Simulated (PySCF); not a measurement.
C2H9NSi3.

```xyz
15

Si     2.6958    -0.1749    -0.3476
C      0.8039    -0.0324    -0.0911
N      0.1322    -0.9429    -0.6821
Si    -1.6441    -0.9414    -0.5316
Si    -1.6933     0.9657     0.8257
C      0.2191     1.0921     0.7584
H      3.4275     0.9286     0.3518
H      3.1555    -1.4848     0.1987
H      2.9891    -0.1045    -1.8084
H     -2.2575    -0.8242    -1.8872
H     -2.0914    -2.2240     0.0866
H     -2.3415     2.1784     0.2422
H     -2.1790     0.7722     2.2250
H      0.5493     2.0615     0.3450
H      0.6656     1.0466     1.7675
```

Geometry: PBE0-D3(BJ)/def2-SVP. This is a generated structure with no PubChem entry under its InChIKey; it may be hypothetical. The values are those of a single conformer.

Level of theory: PySCF with PBE/pcSseg-1. Non-relativistic, no solvent.

Computed absolute GIAO shielding of each atom: isotropic value and principal components (ppm):
```tsv
atom	σ(iso)	σ11	σ22	σ33	span
Si1	421.9	390.2	413.8	461.6	71.4
C2	-29.2	-105.7	-82.9	100.9	206.6
N3	-175.0	-573.0	-195.3	243.4	816.4
Si4	358.9	246.3	379.8	450.6	204.4
Si5	428.8	398.3	423.1	465.0	66.8
C6	139.6	113.1	121.4	184.2	71.1
H7	26.8	23.2	26.3	30.8	7.6
H8	27.0	24.1	25.6	31.3	7.2
H9	27.0	24.1	25.7	31.3	7.3
H10	25.8	22.8	24.2	30.4	7.6
H11	25.8	22.8	24.2	30.4	7.6
H12	27.8	24.1	25.3	34.0	9.9
H13	27.8	24.1	25.3	34.0	9.9
H14	28.4	23.4	28.8	33.1	9.7
H15	28.4	23.4	28.8	33.1	9.7
```
